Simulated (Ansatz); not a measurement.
Consider the redistribution: `[NH2][Ga]([F])[Cl]` + `O[Si]1(Cl)C=N1` → `[NH2][Ga]([Cl])[Cl]` + `O[Si]1(F)C=N1`.

Isolated molecules relaxed with PBE0-D4/def2-TZVP in Ansatz; ΔE leaves out vibrations. CCSD(T)/CBS adds triple-zeta CCSD(T) − MP2 to the extrapolated MP2 energy (def2 sets, frozen cores). DFT in def2-TZVPP. For Ga outer-core shells are correlated without core-valence functions, which leaves a few kJ/mol of doubt a bond. Scalar relativity is left out up to krypton. One conformer a species, not always the lowest.

Q: Is it downhill or uphill in electronic energy at CCSD(T)/CBS, and by how much? (Estimate.)

A: The calculation gave: Downhill: ΔE = -0.80 eV.

Q: What do these levels give: r2SCAN-D4, r2SCAN0-D4, ωB97X-V, revPBE, HF/def2-SVP, SCS-MP2/def2-TZVPP? (Estimate.)

A: Computed: r2SCAN-D4 -0.76, r2SCAN0-D4 -0.81, ωB97X-V -0.75, revPBE -0.66, HF/def2-SVP -0.78, SCS-MP2/def2-TZVPP -0.77 eV.

Largest T1 diagnostic among the species: 0.013.

From BLYP to BHLYP (50 % exact exchange), in def2-TZVPP and without D4, ΔE moves by −0.14 eV. Leaving LDA and LC-ωPBE aside and taking each functional with its dispersion term where it has one, the values, not all of them listed here, spread over 0.20 eV, from BHLYP-D4 to revPBE-D4. LDA lies −0.05 eV from PBE without D4.
